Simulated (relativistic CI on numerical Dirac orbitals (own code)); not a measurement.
# V³⁺: resonant inelastic scattering at the L2,3 edge

Computed with this model: Dirac-Coulomb-Breit CI, orbitals from a KLI potential per configuration, a model potential for QED, valence Slater integrals scaled by 0.8, Kramers-Heisenberg scattering through one core-hole configuration in a parametric crystal field; configurations [Ar] 3d2 → [He] 2s2 2p5 3s2 3p6 3d3; 10 K; core-hole width 0.4 eV; summed over polarisations. Incident energies are the highest absorption maxima for each field (at most a few, so the weaker spin-orbit partner edge can be absent), on the computed scale of the free ion. Intensities are in per cent of the strongest line above 0.02 eV; levels within 1 cm⁻¹ are merged; final levels count from the ground level, the first row holds all elastic scattering, lines under 0.4 are left out and each table stops after 24 rows. The scale of the Slater integrals is a model choice and moves the terms in proportion.

Field parameters in Wybourne normalisation: D4h B²₀ = −7Ds, B⁴₀ = 21(Dq − Dt), B⁴₄ = 21√(5/14) Dq. The field is a parameter set, without covalency.

S is read from ⟨S²⟩ = S(S + 1).

D4h, 10Dq = 24750, Ds = -1500, Dt = 440 cm⁻¹:

```
Final level (eV)  Degeneracy  Irrep     S  519.7 eV  525.4 eV  526.9 eV
           0.000           1     B1  1.00     602.8     330.2     314.4
           0.000           1     B2  1.00      82.4      20.5       5.4
           0.016           2      E  1.00      60.9     152.7      79.9
           0.030           1     A1  1.00      60.9      87.6       9.2
           0.032           1     A2  1.00      33.2      27.4      44.1
           0.775           1     A1  1.00       1.3       6.3      10.7
           0.776           2      E  1.00      16.8      18.5      23.3
           1.029           1     A1  0.01       0.6       5.4       6.5
           1.508           2      E  0.00      12.8       9.4      40.4
           2.308           1     B2  0.00       1.0       6.7      16.2
           2.355           1     B1  0.00       7.9      14.5      13.0
           2.496           1     B1  1.00      32.2      14.7     100.0
           2.497           2      E  1.00      11.8      78.2      75.6
           2.942           1     B1  1.00       7.5      30.5      54.6
           2.943           1     B2  1.00       6.5      57.8      23.4
           2.949           2      E  1.00       8.3      33.7       5.0
           2.956           2  A1+A2  1.00      25.5      32.2      30.7
           3.477           1     A1  1.00       3.8      25.4       8.6
           3.477           2      E  1.00       5.1      52.3      60.9
           3.779           1     A1  0.00       3.8      37.6      14.2
           4.111           1     A2  0.00       7.7      35.9      37.7
           4.229           1     B2  0.00      19.3       8.7      45.2
           4.606           1     A1  1.00       4.1       7.7      19.8
           4.606           3   A2+E  0.77      10.5      22.0      27.2
```

D4h, 10Dq = 24750, Ds = -860, Dt = 440 cm⁻¹:

```tsv
Final level (eV)	Degeneracy	Irrep	S	519.7 eV	525.3 eV	526.8 eV
0.000	1	B1	1.00	734.2	385.7	356.4
0.001	1	B2	1.00	56.0	30.1	4.2
0.016	2	E	1.00	75.8	152.3	121.7
0.030	1	A1	1.00	60.5	81.0	8.3
0.032	1	A2	1.00	61.5	18.0	41.5
0.568	1	A1	1.00	1.5	8.6	12.4
0.568	2	E	1.00	22.7	21.5	25.6
1.209	1	A1	0.00	1.1	5.3	7.7
1.512	2	E	0.00	22.4	11.0	53.3
2.081	1	B2	0.00	0.6	7.6	14.5
2.123	1	B1	0.00	12.1	19.8	15.0
2.422	1	B1	1.00	22.3	18.5	100.0
2.422	2	E	1.00	17.2	98.9	75.0
2.890	1	B1	1.00	13.6	30.6	66.7
2.890	1	B2	1.00	6.8	64.0	31.7
2.896	2	E	1.00	17.6	29.3	8.9
2.903	2	A1+A2	1.00	29.9	50.2	36.9
3.617	1	A1	0.03	4.5	27.5	10.3
3.695	2	E	1.00	7.9	42.4	60.1
3.696	1	A1	0.99	2.0	27.1	4.6
4.148	1	B2	0.01	23.5	7.8	39.7
4.350	1	A2	0.50	3.4	41.5	28.2
4.356	1	A1	1.00	3.8	10.2	15.5
4.361	1	A2	0.73	9.5	2.0	26.6
```

For the first field the strongest loss at the lowest incident energy is the level at 0.03 eV (S = 1.00, against 1.00 in the thermal ground state). Levels of other spin, the first over 8 % at 1.51 eV, appear because spin-orbit coupling of the core hole, and in heavier ions of the valence shell too, mixes spins.
